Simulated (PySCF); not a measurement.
B3LYP has the VWN-RPA correlation part, as in Gaussian. 

# CH3O2Si, SMILES `O=[C][SiH2]O` (O–C–Si–O torsion 145°, C–Si–O–H torsion 45°) (charge 0, multiplicity 2)

The numbers are results of B3LYP-D3(BJ)/def2-TZVP // PBE0-D4/def2-TZVP in PySCF, not measurements.

| Quantity | Value |
|---|---|
| highest occupied spin orbital | -5.15 eV |
| dipole moment | 1.46 D |
| total energy | -13060.35 eV |
| cost | around 2.4 core-minutes (rough) |

```xyz
7

O      2.3642    -0.8810     0.1563
C      1.2082    -0.7531     0.2786
Si    -0.1772     0.5100    -0.0918
O     -1.4938    -0.3861    -0.4687
H      0.0080     1.4352    -1.2350
H     -0.2791     1.2242     1.2064
H     -1.6847    -1.1419     0.0907
```
Charge 0, spin multiplicity 2.
